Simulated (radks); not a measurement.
Task: The mean radii <r> (bohr) of the occupied orbitals of an atom or ion are listed with their occupations. All-electron calculation, scalar-relativistic Kohn-Sham, exchange-only LDA, spin-polarised, spherical densities, point nucleus. Program: a radial shooting solver on a logarithmic mesh with Libxc functionals.

| orbital | occ. | <r> |
|---|---|---|
| 1s up | 1 | 0.03043 |
| 1s down | 1 | 0.03042 |
| 2s up | 1 | 0.1313 |
| 2s down | 1 | 0.1312 |
| 2p up | 3 | 0.1145 |
| 2p down | 3 | 0.1143 |
| 3s up | 1 | 0.3419 |
| 3s down | 1 | 0.3429 |
| 3p up | 3 | 0.3362 |
| 3p down | 3 | 0.3374 |
| 3d up | 5 | 0.3052 |
| 3d down | 1 | 0.3067 |

Name the element and its charge. Open shells, if any, are filled with parallel spins first.

Result: Z = 48, cadmium, charge +24: Cd24+ in [Ar] 3d6. The 1s radius gives Z: for a bare nucleus <r> = (2 gamma + 1)/(2Z) with gamma = sqrt(1 - (Z/c)^2), 0.02993 bohr for Z = 48, and screening makes it slightly larger (0.03043 here). The occupations add up to 24, and the charge is Z minus that.
